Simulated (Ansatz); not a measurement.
Cl2O2W, triplet, geometry from GFN2-xTB (such geometries of metal compounds can be far from the true shape) (the multiplicity is a formal guess) (core potentials on W). Base run: Ansatz (a first-principles code) with PBE/def2-SVP.

Here is a job for Ansatz.
Ansatz 0.2 input:
```yaml
crystal:
  periodic: [false, false, false]
  atoms:
    - {symbol: W, position_ang: [0.37433821, -0.07415431, 0.12270466]}
    - {symbol: O, position_ang: [1.49271735, -0.62827810, -1.01392940]}
    - {symbol: O, position_ang: [0.74820365, 0.18436419, 1.74848290]}
    - {symbol: Cl, position_ang: [-0.97950147, 1.60541944, -0.73627097]}
    - {symbol: Cl, position_ang: [-1.70452181, -1.07372945, -0.14352742]}
basis:
  gaussian:
    orbitals: def2-SVP
hamiltonian:
  xc: pbe
magnetization: {spin_polarized: true, initial_magnetization: 2}
```

Each row names what was changed in the base input (with any setting that the change needs).

```csv
change,basis functions,E (Eh),core-seconds (rough)
base,96,-1137.14853,30
basis = def2-SV(P),?,?,20
basis = def2-SVPD,?,?,50
basis = def2-TZVP,176,-1137.66884,50
basis = def2-TZVPP,202,-1137.67460,60
basis = def2-TZVPD,215,-1137.67147,70
basis = def2-QZVP,326,-1137.71337,100
```

Fill in the missing entries.


- basis = def2-SV(P), basis functions: 89
- basis = def2-SV(P), E (Eh): -1137.11719
- basis = def2-SVPD, basis functions: 135
- basis = def2-SVPD, E (Eh): -1137.17232

Totals compare only among sets that treat the same electrons; sets with core potentials leave the core out.
